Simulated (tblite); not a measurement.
Compound: C₂H₁₀N₂Si.
Bonds: C1–N2, N2–C3, N2–Si4, Si4–N5. Hydrogens: H6, H7, H8 on C1; H9, H10, H11 on C3; H12, H13 on Si4; H14, H15 on N5.

Computed with GFN2-xTB (tblite), gas phase: Langevin dynamics at 300 K from the optimised GFN2-xTB geometry, time step 0.5 fs, friction 0.01 fs⁻¹, 2000 steps. The instantaneous temperature is 2·E(kin)/(3Nk) with all 3N coordinates.

```
t (fs)  T (K)  E(pot) above start (eV)  C1–N2 (Å)  N2–C3 (Å)  N2–Si4 (Å)  Si4–N5 (Å)  C1–H6 (Å)  C1–N2–Si4–N5 (°)
     0    239                    0.000      1.438      1.441       1.719       1.726      1.095               167
    25    129                    0.299      1.442      1.433       1.717       1.742      1.061               159
    50    162                    0.457      1.452      1.431       1.739       1.699      1.066               155
    75    240                    0.357      1.457      1.398       1.727       1.716      1.102               154
   100    242                    0.497      1.441      1.407       1.709       1.801      1.156               164
   125    264                    0.362      1.444      1.438       1.758       1.679      1.137               175
   150    213                    0.358      1.447      1.420       1.724       1.700      1.080               176
   175    234                    0.448      1.423      1.457       1.706       1.759      1.065               169
   200    257                    0.491      1.405      1.467       1.698       1.746      1.109               167
   225    240                    0.430      1.413      1.457       1.732       1.729      1.115               172
   250    322                    0.348      1.439      1.470       1.709       1.768      1.120              -178
   275    293                    0.580      1.470      1.476       1.716       1.689      1.133              -173
   300    295                    0.637      1.487      1.442       1.694       1.685      1.100               180
   325    313                    0.673      1.493      1.438       1.730       1.793      1.071               169
   350    305                    0.797      1.445      1.462       1.756       1.700      1.095               157
   375    271                    0.758      1.454      1.490       1.756       1.777      1.098               155
   400    410                    0.623      1.449      1.488       1.715       1.737      1.107               172
   425    351                    0.488      1.457      1.466       1.729       1.694      1.081              -169
   450    293                    0.620      1.429      1.457       1.704       1.742      1.119              -157
   475    345                    0.357      1.444      1.444       1.706       1.748      1.119              -151
   500    260                    0.451      1.451      1.435       1.720       1.723      1.148              -156
   525    290                    0.393      1.456      1.428       1.689       1.706      1.135              -144
   550    257                    0.474      1.465      1.438       1.711       1.775      1.102              -139
   575    236                    0.686      1.460      1.452       1.697       1.716      1.041              -139
   600    352                    0.371      1.432      1.468       1.728       1.724      1.082              -143
   625    418                    0.413      1.430      1.454       1.702       1.744      1.093              -151
   650    400                    0.645      1.456      1.475       1.712       1.731      1.109              -166
   675    538                    0.597      1.438      1.491       1.741       1.736      1.110              -170
   700    364                    0.760      1.379      1.442       1.791       1.744      1.098              -167
   725    484                    0.720      1.437      1.408       1.730       1.699      1.066              -170
   750    424                    0.957      1.488      1.462       1.754       1.696      1.040              -177
   775    432                    1.034      1.450      1.409       1.708       1.812      1.069              -175
   800    498                    0.729      1.418      1.426       1.749       1.765      1.106              -172
   825    508                    0.548      1.404      1.452       1.737       1.650      1.141              -166
   850    346                    0.627      1.413      1.495       1.747       1.769      1.143              -156
   875    220                    0.873      1.406      1.480       1.688       1.726      1.157              -149
   900    336                    0.534      1.438      1.475       1.759       1.722      1.123              -147
   925    268                    0.719      1.411      1.440       1.720       1.767      1.103              -142
   950    347                    0.548      1.432      1.511       1.699       1.751      1.100              -143
   975    317                    0.611      1.459      1.514       1.710       1.674      1.096              -157
  1000    281                    0.486      1.453      1.427       1.708       1.761      1.098              -168
```

Problem. From 500 fs on, how do temperature and potential energy compare with equipartition?

Solution. The mean temperature of these 21 frames is 361 K against the target 300 K, and the mean potential energy 0.63 eV against 39 × kT/2 = 0.50 eV for 39 classical harmonic modes. For 15 atoms in a canonical ensemble the temperature itself scatters by T·√(2/(3N)) = 63 K; here its standard deviation is 93 K. These frames run hotter than the target by 20 %; at their own mean temperature equipartition would give 0.61 eV. The whole run lasts only 10 friction times of 100 fs, so these averages carry a wide statistical error.

Problem. What are the kinetic and total energies of the listed frame with the highest potential energy?

Solution. The one at 775 fs, 1.034 eV above the start. Its kinetic energy is 3NkT/2 = 0.838 eV at 432 K, so the sum is 1.87 eV; over the listed frames the sum runs from 0.46 to 1.87 eV, since the thermostat adds and removes energy.

Problem. How much do the listed bonds fluctuate from 500 fs on?

Solution. 
```json
{"bond": "C1–N2", "at the start (Å)": "1.438", "mean (Å)": "1.437", "standard deviation (Å)": "0.025"}
{"bond": "N2–C3", "at the start (Å)": "1.441", "mean (Å)": "1.456", "standard deviation (Å)": "0.030"}
{"bond": "N2–Si4", "at the start (Å)": "1.719", "mean (Å)": "1.724", "standard deviation (Å)": "0.025"}
{"bond": "Si4–N5", "at the start (Å)": "1.726", "mean (Å)": "1.733", "standard deviation (Å)": "0.036"}
{"bond": "C1–H6", "at the start (Å)": "1.095", "mean (Å)": "1.103", "standard deviation (Å)": "0.031"}
```

The motion is classical and holds no zero-point motion.

The cost below is that of the whole dynamics run. Time: 9.5 s; peak memory 0.18 GiB. Hardware: one thread, Arm Neoverse V1 (aarch64), no GPU, on a shared host.
